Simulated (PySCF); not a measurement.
Circular dichroism: `N#CC[C@H]1C[C@@H]1[SiH2]P`, C$_{5}$H$_{10}$NPSi

Molfile (atoms numbered from 1):
```
C5H10NPSi
     RDKit          3D

 18 18  0  0  0  0  0  0  0  0999 V2000
   -4.4078   -0.7634   -0.2529 N   0  0  0  0  0  0  0  0  0  0  0  0
   -3.4532   -0.1957   -0.5222 C   0  0  0  0  0  0  0  0  0  0  0  0
   -2.2355    0.5074   -0.8426 C   0  0  0  0  0  0  0  0  0  0  0  0
   -1.0590   -0.1096   -0.1108 C   0  0  1  0  0  0  0  0  0  0  0  0
   -0.3033   -1.2407   -0.7238 C   0  0  0  0  0  0  0  0  0  0  0  0
    0.3347    0.1200   -0.6257 C   0  0  2  0  0  0  0  0  0  0  0  0
    1.7267    0.4580    0.5992 Si  0  0  0  0  0  4  0  0  0  0  0  0
    3.5824    0.8058   -0.6065 P   0  0  0  0  0  0  0  0  0  0  0  0
   -2.3557    1.5561   -0.5509 H   0  0  0  0  0  0  0  0  0  0  0  0
   -2.0804    0.4631   -1.9243 H   0  0  0  0  0  0  0  0  0  0  0  0
   -1.1878   -0.1283    0.9650 H   0  0  0  0  0  0  0  0  0  0  0  0
    0.0527   -2.0283   -0.0772 H   0  0  0  0  0  0  0  0  0  0  0  0
   -0.6064   -1.5942   -1.6991 H   0  0  0  0  0  0  0  0  0  0  0  0
    0.3969    0.6626   -1.5634 H   0  0  0  0  0  0  0  0  0  0  0  0
    1.4499    1.6973    1.3382 H   0  0  0  0  0  0  0  0  0  0  0  0
    1.8135   -0.6522    1.5571 H   0  0  0  0  0  0  0  0  0  0  0  0
    3.9252   -0.5278   -0.7320 H   0  0  0  0  0  0  0  0  0  0  0  0
    4.3984    0.9759    0.4954 H   0  0  0  0  0  0  0  0  0  0  0  0
  1  2  3  0
  2  3  1  0
  3  4  1  0
  4  5  1  0
  5  6  1  0
  6  7  1  0
  7  8  1  0
  6  4  1  0
  3  9  1  0
  3 10  1  0
  4 11  1  1
  5 12  1  0
  5 13  1  0
  6 14  1  6
  7 15  1  0
  7 16  1  0
  8 17  1  0
  8 18  1  0
M  END
```

Computed, not measured: TDDFT PBE0/def2-SVPD circular dichroism and optical rotation, one conformer, gas phase (PySCF). Geometry: GFN2-xTB.

The molecule is flexible and this is one conformer; a measurement averages over conformers. States above about 7.7 eV (minus the energy of the highest occupied orbital) lie near or above the ionisation threshold and depend on the basis.

**Question.** What are the CIP labels of the stereocentres?

**Answer.** C4 S, C6 S.

**Question.** List the lowest 16 singlet excitations with oscillator and rotatory strengths.

**Answer.** Rotatory strengths R in 10⁻⁴⁰ esu² cm², velocity form and length form (origin at the centre of mass); f in length form.
| state | E (eV) | λ (nm) | f | R (velocity) | R (length) | main |
| --- | --- | --- | --- | --- | --- | --- |
| 1 | 6.50 | 191 | 0.011 | +16.2 | +15.5 | HOMO→LUMO+2 0.68, HOMO→LUMO+1 0.22 |
| 2 | 6.69 | 185 | 0.033 | +3.7 | +2.4 | HOMO→LUMO+1 0.74, HOMO→LUMO+2 0.17 |
| 3 | 6.86 | 181 | 0.228 | -51.0 | -49.9 | HOMO→LUMO 0.79, HOMO→LUMO+2 0.09 |
| 4 | 7.23 | 171 | 0.055 | +20.8 | +19.9 | HOMO→LUMO+4 0.77 |
| 5 | 7.35 | 169 | 0.010 | -17.0 | -17.0 | HOMO−1→LUMO 0.77, HOMO→LUMO+3 0.16 |
| 6 | 7.47 | 166 | 0.039 | -9.1 | -7.6 | HOMO→LUMO+3 0.68, HOMO−1→LUMO 0.17 |
| 7 | 7.60 | 163 | 0.006 | +8.9 | +7.9 | HOMO−1→LUMO+1 0.51, HOMO−1→LUMO+2 0.15 |
| 8 | 7.64 | 162 | 0.015 | -34.9 | -33.9 | HOMO−1→LUMO+1 0.43, HOMO−1→LUMO+2 0.20 |
| 9 | 7.68 | 161 | 0.017 | -6.7 | -6.6 | HOMO−2→LUMO 0.38, HOMO→LUMO+6 0.20 |
| 10 | 7.73 | 160 | 0.101 | +84.2 | +84.9 | HOMO−2→LUMO 0.44, HOMO−1→LUMO+2 0.38 |
| 11 | 7.80 | 159 | 0.005 | -2.8 | -2.5 | HOMO→LUMO+5 0.22, HOMO−1→LUMO+3 0.10 |
| 12 | 7.86 | 158 | 0.041 | -1.6 | -1.9 | HOMO−1→LUMO+3 0.51, HOMO→LUMO+5 0.29 |
| 13 | 7.89 | 157 | 0.006 | -3.7 | -3.5 | HOMO→LUMO+5 0.23, HOMO−1→LUMO+3 0.20 |
| 14 | 8.01 | 155 | 0.002 | +8.7 | +8.9 | HOMO−2→LUMO+1 0.49, HOMO−1→LUMO+4 0.23 |
| 15 | 8.03 | 154 | 0.039 | -58.7 | -58.7 | HOMO−2→LUMO+1 0.25, HOMO→LUMO+7 0.18 |
| 16 | 8.07 | 154 | 0.038 | -25.8 | -25.0 | HOMO−1→LUMO+4 0.46, HOMO−2→LUMO+1 0.12 |

Among the states computed, the strongest CD band (largest |R|) is state 10. The largest dissymmetry factor in size, g = 4R/(D+G), with D and G the electric and magnetic dipole strengths, is +0.059 for state 14 (velocity form, f = 0.002), among bands with |R| over 0.5. The mirror image has the same energies and oscillator strengths and all R with the opposite sign.
